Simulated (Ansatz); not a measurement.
Total energies of C2H9AlGe, SMILES `[AlH2][CH2][CH2][GeH3]`.

```xyz
13

Al    1.636   -1.895   -0.603
C     0.027   -0.814   -0.299
C     0.260    0.602    0.236
Ge   -1.407    1.601    0.509
H     1.505   -3.386   -1.144
H     3.077   -1.285   -0.311
H    -0.628   -1.381    0.377
H    -0.533   -0.784   -1.244
H     0.796    0.582    1.190
H     0.889    1.183   -0.445
H    -2.301    0.848    1.515
H    -2.170    1.706   -0.826
H    -1.152    3.024    1.045
```

The species carries charge 0 and has multiplicity 1. Correlated methods freeze the filled d shell of Ge. Scalar relativity is left out up to krypton. All single points use the PBE0-D4/def2-TZVP geometry. It is one conformer, not always the lowest. Basis def2-TZVPP, Ansatz 0.2.0.

RPA on PBE orbitals: Hartree–Fock energy of these orbitals -2398.20552 Eh, correlation -1.03830 Eh (frozen core).

```json
{"functional": "LDA (SPW92)", "energy without D4 (Eh)": "-2396.04413", "D4 term (kJ/mol)": "–"}
{"functional": "PBE", "energy without D4 (Eh)": "-2400.48055", "D4 term (kJ/mol)": "-25.0"}
{"functional": "revPBE", "energy without D4 (Eh)": "-2400.82132", "D4 term (kJ/mol)": "-73.4"}
{"functional": "BLYP", "energy without D4 (Eh)": "-2401.05962", "D4 term (kJ/mol)": "-54.5"}
{"functional": "r2SCAN", "energy without D4 (Eh)": "-2400.97221", "D4 term (kJ/mol)": "-6.2"}
{"functional": "B3LYP", "energy without D4 (Eh)": "-2401.14550", "D4 term (kJ/mol)": "-40.3"}
{"functional": "r2SCANh", "energy without D4 (Eh)": "-2400.96055", "D4 term (kJ/mol)": "-6.7"}
{"functional": "r2SCAN0", "energy without D4 (Eh)": "-2400.94440", "D4 term (kJ/mol)": "-7.4"}
{"functional": "HSE06 (plane-wave form)", "energy without D4 (Eh)": "-2400.56962", "D4 term (kJ/mol)": "-19.9"}
{"functional": "BHLYP", "energy without D4 (Eh)": "-2400.99131", "D4 term (kJ/mol)": "-31.5"}
{"functional": "CAM-B3LYP", "energy without D4 (Eh)": "-2401.13934", "D4 term (kJ/mol)": "-21.7"}
{"functional": "LC-ωPBE", "energy without D4 (Eh)": "-2400.66469", "D4 term (kJ/mol)": "–"}
{"functional": "ωB97X-V", "energy without D4 (Eh)": "-2400.81420", "D4 term (kJ/mol)": "–"}
{"functional": "B2PLYP", "energy without D4 (Eh)": "-2400.44733", "D4 term (kJ/mol)": "–"}
```

(1) Give the same for B97M-V, PBE0, ωB97M-V, PBE-QIDH. (An estimate is asked.)

B3LYP takes the VWN-RPA correlation (the form of Gaussian; ORCA's B3LYP/G). HSE06 is the plane-wave form, built on full-range PBE exchange. The double hybrids freeze the cores in their second-order part.

## Answers

(1) The calculation gave: 
```json
{"functional": "B97M-V", "energy without D4 (Eh)": "-2400.62992", "D4 term (kJ/mol)": "–"}
{"functional": "PBE0", "energy without D4 (Eh)": "-2400.58117", "D4 term (kJ/mol)": "-21.3"}
{"functional": "ωB97M-V", "energy without D4 (Eh)": "-2400.86541", "D4 term (kJ/mol)": "–"}
{"functional": "PBE-QIDH", "energy without D4 (Eh)": "-2400.10465", "D4 term (kJ/mol)": "–"}
```

LC-ωPBE has ω = 0.4 bohr⁻¹.
